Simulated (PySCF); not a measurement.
C₄H₁₁SSi₂ (doublet state).
Geometry (GFN2-xTB, Å), atoms numbered from 1 in this order:
```xyz
18
C4H11SSi2 angstrom
Si     2.4787    0.1910   -0.1793
C      0.6149    0.1318    0.2051
C     -0.1380    1.2742   -0.5251
C     -1.5058    1.4855   -0.0023
S     -2.6443    0.2170    0.2039
C     -1.9493   -1.0771   -0.8645
Si    -0.2192   -1.5301   -0.1995
H      3.0334    1.4437    0.3411
H      3.1394   -0.9499    0.4540
H      2.6784    0.1441   -1.6288
H      0.5034    0.3119    1.2804
H      0.4099    2.2141   -0.4168
H     -0.1572    1.0364   -1.5967
H     -1.7262    2.3356    0.6184
H     -2.6526   -1.9035   -0.8140
H     -1.9403   -0.6974   -1.8840
H      0.4585   -2.2716   -1.2697
H     -0.3926   -2.3493    1.0016
```

The hyperfine couplings belong to this conformer and change with its torsions.

The species is `C1[CH]SC[SiH2][C@H]1[SiH3]` [radical].

Theory: UKS B3LYP, pcH-1 on C H S Si, non-relativistic, mean-field spin-orbit, GIAO (PySCF 2.14.0). Geometry: GFN2-xTB, one conformer, isolated molecule. Couplings are sensitive to structure, and on GFN2-xTB geometries they can be far from those on DFT ones. Stability of the SCF solution: not tested.

Question: The isotropic 13C couplings are +115.2, +56.1, -20.8, +3.8 MHz. Assign them to C2; C3; C4; C6.

Answer: 
| site | a_iso (MHz) | ρ(0) (bohr⁻³) | position | distance from C4 (Å) | spin population | largest \|T\| (MHz) |
| --- | --- | --- | --- | --- | --- | --- |
| C2 | +56.1 | +0.0499 | 2 bonds from C4 | 2.52 | +0.04 | 8.6 |
| C3 | -20.8 | -0.0185 | 1 bond from C4 | 1.48 | -0.06 | 2.9 |
| C4 | +115.2 | +0.1022 | largest spin population | 0.00 | +0.82 | 138.0 |
| C6 | +3.8 | +0.0033 | 2 bonds from C4 | 2.74 | -0.01 | 1.0 |

ρ(0) is the spin density at the nucleus and T the dipolar tensor; a_iso includes a spin–orbit part; entries for several nuclei are means. The largest Mulliken spin populations are on C4 (+0.82) and S5 (+0.18). The angles at C4 add up to 356.0°, so it is nearly planar; its axial dipolar tensor and the negative coupling of its proton fit spin in a p orbital normal to that plane.

The spin density at the nucleus, in bohr⁻³, is negative for C3 (-0.0185) and H14 (-0.0107), for instance. A restricted open-shell determinant has no negative spin density anywhere; here it arises because α and β orbitals differ (spin polarisation).

Nuclei that the bonding pattern makes equivalent are averaged, as if the motion that swaps them (rotation, inversion, ring flip) were fast.
